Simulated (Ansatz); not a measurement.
Start from `[CH3][AlH][CH](F)S` and change one atom or group to get `FC([SiH3])S`.

Ansatz, PBE0-D4/def2-TZVP geometries, multiplicity 1. Each molecule was computed in one conformer, which needn't be the lowest. `[CH3][AlH][CH](F)S` holds a close contact that its SMILES doesn't draw: S···Al 2.59 Å.

| property | `[CH3][AlH][CH](F)S` |
| --- | --- |
| LUMO energy (ωB97M-V/def2-TZVPP) / eV | 1.07 |
| zero-point energy (PBE0-D4/def2-TZVP) / kJ/mol | 187.0 |
| HOMO energy (PBE0/def2-TZVPP) / eV | -7.26 |
| HOMO energy (ωB97M-V/def2-TZVPP) / eV | -9.44 |
| HOMO energy (B3LYP/def2-TZVPP) / eV | -7.06 |
| size of the dipole moment (B3LYP/def2-TZVPP) / D | 0.70 |

(1) What does the change do to each property? (Best estimate.)

## Answers

(1) Ansatz gave: 
| property | `FC([SiH3])S` | shift |
| --- | --- | --- |
| LUMO energy (ωB97M-V/def2-TZVPP) / eV | 1.56 | 0.49 |
| zero-point energy (PBE0-D4/def2-TZVP) / kJ/mol | 142.0 | -45.0 |
| HOMO energy (PBE0/def2-TZVPP) / eV | -7.56 | -0.30 |
| HOMO energy (ωB97M-V/def2-TZVPP) / eV | -9.78 | -0.34 |
| HOMO energy (B3LYP/def2-TZVPP) / eV | -7.33 | -0.27 |
| size of the dipole moment (B3LYP/def2-TZVPP) / D | 1.47 | 0.77 |

With PBE0 the HOMO falls by 0.30 eV and the LUMO rises by 0.27 eV, so the gap widens by about 0.57 eV. PBE moves the HOMO by -0.33 eV and ωB97M-V by -0.34 eV. The zero-point energy changes by -45.0 kJ/mol with -6 modes. Dipoles are sizes alone; their direction can turn.

Positive LUMOs are unbound, so they and the gaps depend on the basis.

B3LYP here is the variant with VWN-RPA as its local correlation; programs differ in this.
